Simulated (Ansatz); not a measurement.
Start from `CB(Cl)[SiH2]O` and change one atom or group to get `CB(Cl)B[SiH3]`.

Ansatz, PBE0-D4/def2-TZVP geometries, multiplicity 1. Each molecule was computed in one conformer, which needn't be the lowest.

```
                                        property  `CB(Cl)[SiH2]O`
size of the dipole moment (B3LYP/def2-TZVPP) / D             2.16
             LUMO energy (B3LYP/def2-TZVPP) / eV            -1.91
           HOMO energy (ωB97M-V/def2-TZVPP) / eV            -9.67
             HOMO–LUMO gap (PBE/def2-TZVPP) / eV             3.54
         HOMO–LUMO gap (ωB97M-V/def2-TZVPP) / eV             9.94
               HOMO energy (PBE/def2-TZVPP) / eV            -6.21
```

Problem. Give the same properties after the change, and the shifts. (Estimate.)

Solution. Computed: 
```tsv
property	`CB(Cl)B[SiH3]`	shift
size of the dipole moment (B3LYP/def2-TZVPP) / D	1.34	-0.82
LUMO energy (B3LYP/def2-TZVPP) / eV	-2.44	-0.53
HOMO energy (ωB97M-V/def2-TZVPP) / eV	-9.95	-0.28
HOMO–LUMO gap (PBE/def2-TZVPP) / eV	3.29	-0.25
HOMO–LUMO gap (ωB97M-V/def2-TZVPP) / eV	9.63	-0.31
HOMO energy (PBE/def2-TZVPP) / eV	-6.53	-0.32
```

With PBE0 the HOMO falls by 0.27 eV and the LUMO falls by 0.54 eV, so the gap narrows by about 0.27 eV. PBE moves the HOMO by -0.32 eV and ωB97M-V by -0.28 eV. Dipoles are sizes alone; their direction can turn.

B3LYP here is the variant with VWN-RPA as its local correlation; programs differ in this.
